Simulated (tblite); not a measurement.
Species: C8H9B.
Numbering: `[BH2:1][C:2]1=[CH:3][C@@H:4]2[C@@H:5]3[CH:6]=[CH:7][C@H:8]1[C@H:9]23` (hydrogens: H10, H11 on B1; H12 on C3; H13 on C4; H14 on C5; H15 on C6; H16 on C7; H17 on C8; H18 on C9)

Computed with GFN2-xTB (tblite), gas phase: Langevin dynamics at 300 K from the optimised GFN2-xTB geometry, time step 0.5 fs, friction 0.01 fs⁻¹, 2000 steps. The instantaneous temperature is 2·E(kin)/(3Nk) with all 3N coordinates.

```csv
t (fs),T (K),E(pot) above start (eV),B1–C2 (Å),C2=C3 (Å),C3–C4 (Å),C4–C5 (Å),C5–C6 (Å),B1–H10 (Å)
0,254,0.000,1.525,1.358,1.447,1.571,1.459,1.170
25,187,0.348,1.529,1.317,1.469,1.562,1.506,1.170
50,250,0.317,1.537,1.360,1.478,1.607,1.459,1.204
75,202,0.591,1.481,1.385,1.432,1.562,1.409,1.202
100,219,0.581,1.486,1.382,1.476,1.571,1.466,1.213
125,295,0.515,1.525,1.359,1.460,1.524,1.435,1.243
150,268,0.439,1.530,1.367,1.440,1.629,1.463,1.224
175,281,0.446,1.527,1.338,1.424,1.596,1.425,1.232
200,272,0.469,1.540,1.363,1.416,1.559,1.425,1.240
225,267,0.609,1.522,1.376,1.458,1.621,1.479,1.256
250,285,0.570,1.614,1.370,1.505,1.550,1.462,1.213
275,271,0.665,1.499,1.329,1.439,1.579,1.432,1.215
300,279,0.655,1.555,1.322,1.503,1.519,1.506,1.235
325,310,0.710,1.548,1.346,1.438,1.533,1.496,1.212
350,305,0.716,1.462,1.355,1.433,1.571,1.485,1.225
375,298,0.719,1.550,1.387,1.511,1.538,1.465,1.221
400,357,0.474,1.518,1.368,1.503,1.510,1.478,1.217
425,266,0.587,1.513,1.358,1.459,1.632,1.490,1.185
450,235,0.684,1.522,1.356,1.492,1.504,1.506,1.165
475,324,0.564,1.496,1.324,1.519,1.539,1.513,1.159
500,205,0.914,1.566,1.323,1.496,1.556,1.433,1.151
525,289,0.570,1.539,1.349,1.504,1.621,1.444,1.158
550,205,0.907,1.557,1.352,1.454,1.519,1.479,1.149
575,222,0.725,1.513,1.373,1.449,1.665,1.442,1.160
600,254,0.561,1.514,1.390,1.512,1.567,1.444,1.206
625,209,0.593,1.528,1.382,1.521,1.587,1.420,1.201
650,297,0.402,1.470,1.369,1.450,1.569,1.425,1.209
675,258,0.687,1.518,1.344,1.455,1.567,1.442,1.240
700,350,0.622,1.558,1.345,1.474,1.564,1.438,1.226
725,306,0.728,1.562,1.358,1.447,1.593,1.418,1.217
750,342,0.512,1.543,1.344,1.465,1.535,1.446,1.230
775,209,0.619,1.512,1.340,1.475,1.537,1.487,1.196
800,234,0.542,1.480,1.384,1.442,1.599,1.459,1.180
825,283,0.388,1.516,1.399,1.470,1.570,1.449,1.193
850,170,0.577,1.546,1.343,1.420,1.572,1.438,1.203
875,205,0.670,1.599,1.331,1.476,1.610,1.498,1.194
900,390,0.434,1.545,1.328,1.467,1.569,1.465,1.205
925,301,0.625,1.522,1.377,1.450,1.623,1.417,1.183
950,263,0.902,1.481,1.369,1.502,1.565,1.474,1.186
975,298,0.784,1.529,1.384,1.481,1.536,1.470,1.178
1000,475,0.528,1.552,1.398,1.453,1.641,1.411,1.174
```

Problem. From 500 fs on, how do temperature and potential energy compare with equipartition?

Solution. The mean temperature of these 21 frames is 275 K against the target 300 K, and the mean potential energy 0.63 eV against 48 × kT/2 = 0.62 eV for 48 classical harmonic modes. For 18 atoms in a canonical ensemble the temperature itself scatters by T·√(2/(3N)) = 58 K; here its standard deviation is 71 K. The whole run lasts only 10 friction times of 100 fs, so these averages carry a wide statistical error.

Problem. What are the kinetic and total energies of the listed frame with the highest potential energy?

Solution. The one at 500 fs, 0.914 eV above the start. Its kinetic energy is 3NkT/2 = 0.477 eV at 205 K, so the sum is 1.39 eV; over the listed frames the sum runs from 0.59 to 1.63 eV, since the thermostat adds and removes energy.

Problem. How much do the listed bonds fluctuate from 500 fs on?

Solution. 
| bond | at the start (Å) | mean (Å) | standard deviation (Å) |
| --- | --- | --- | --- |
| B1–C2 | 1.525 | 1.531 | 0.030 |
| C2=C3 | 1.358 | 1.361 | 0.023 |
| C3–C4 | 1.447 | 1.470 | 0.025 |
| C4–C5 | 1.571 | 1.579 | 0.036 |
| C5–C6 | 1.459 | 1.448 | 0.024 |
| B1–H10 | 1.170 | 1.192 | 0.025 |

The motion is classical and holds no zero-point motion.

What follows is the cost of the whole dynamics run. Rough CPU time on one thread of a shared machine: about 40 s.
